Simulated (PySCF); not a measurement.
## Static response to an electric field

Compound: CSe (singlet state).
SMILES with atom numbers: `[C:1][Se:2]`

Geometry (PBE0-D3(BJ)/def2-SVP, Å), atoms numbered from 1 in this order:
```
atom  x, y, z in Å
C1     0.860   -0.081    0.006
Se2   -0.810   -0.007   -0.028
```

Level: CAM-B3LYP/def2-SVPD (PySCF), static field, nuclei fixed, core orbitals frozen in the response. The polarisability tensor in these axes (au):

```
x   45.98 -0.77  0.35
y   -0.77 28.72 -0.02
z    0.35 -0.02 28.69
```

Question: Give the principal values, the mean and the anisotropy Δα = √{½[(α1 − α2)² + (α2 − α3)² + (α1 − α3)²]}.

Answer: Principal values 28.68, 28.68 and 46.02 au; mean 34.46 au = 5.11 Å³ = 5.68 × 10⁻⁴⁰ C²·m²/J; Δα = 17.34 au (50 % of the mean).

Question: What is the dipole moment, and where does it point?

Answer: (-2.24, 0.10, -0.05) D, 2.25 D in size, pointing from the negative to the positive side. Measured along this direction, the outermost atoms are C1 at the negative end and Se2 at the positive end.

Question: Sum over states: ᾱ = Σ f/ω², ω in Eh. What share falls to these 10 lowest TDDFT singlets (eV, f)? 4.26, 0.0024; 4.26, 0.0024; 4.40, 0.0000; 4.80, 0.0000; 4.80, 0.0000; 7.31, 0.0998; 8.29, 0.1278; 8.58, 0.0355; 8.58, 0.0355; 8.75, 0.1348.

Answer: They add up to 4.98 au, 14.4 % of the 34.46 au; the largest single term is 1.38 au, from the state at 7.31 eV. Terms in order: 0.10, 0.10, 0.00, 0.00, 0.00, 1.38, 1.38, 0.36, 0.36, 1.30 au. Higher excitations give the rest. The strengths listed sum to 0.438.

Question: Give the eigenvalues of the traceless quadrupole moment Θ = ½Σq(3rr − r²1), origin at the centre of nuclear charge.

Answer: -3.17, 1.58, 1.58 D·Å. The values depend on the origin, since the dipole doesn't vanish. The electronic extent ⟨r²⟩ about the same centre is 106 bohr², a root-mean-square distance of 0.86 Å for the 40 electrons.

Question: Molar refractivity from α?

Answer: Lorentz–Lorenz: R = (4π/3)N_A α = 2.5225 cm³/(mol·Å³) × 5.11 Å³ = 12.9 cm³/mol, in the limit of long wavelengths.

Geometry: PBE0-D3(BJ)/def2-SVP; no solvent, vibrations or thermal averaging. The calculation is non-relativistic, for selenium too.
